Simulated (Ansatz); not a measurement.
Frontier orbitals of `C=C=C1O[SiH2]1`.

Total charge 0; spin multiplicity 1. The geometry is a stationary point of PBE0-D4/def2-TZVP. Basis def2-TZVPP, the Gaussian-basis code of Ansatz.

```tsv
functional	HOMO (eV)	LUMO (eV)	gap (eV)
LDA (SPW92)	-5.77	-2.13	3.64
PBE	-5.60	-1.91	3.69
revPBE	-5.54	-1.83	3.71
r2SCAN	-5.79	-1.65	4.14
B97M-V	-5.85	-1.73	4.12
PBE0	-6.79	-1.06	5.73
r2SCAN0	-6.93	-0.89	6.04
HSE06 (plane-wave form)	-6.39	-1.43	4.96
ωB97M-V	-8.99	0.75	9.74
```

A quarter of exact exchange (PBE0) shifts PBE's HOMO by −1.19 eV and its LUMO by +0.86 eV; full exchange at long range (ωB97M-V) shifts them by −3.39 and +2.67 eV. The gap opens from 3.69 to 9.74 eV, since occupied levels lose self-interaction and empty ones feel all the electrons. A positive LUMO is unbound and depends on the basis.
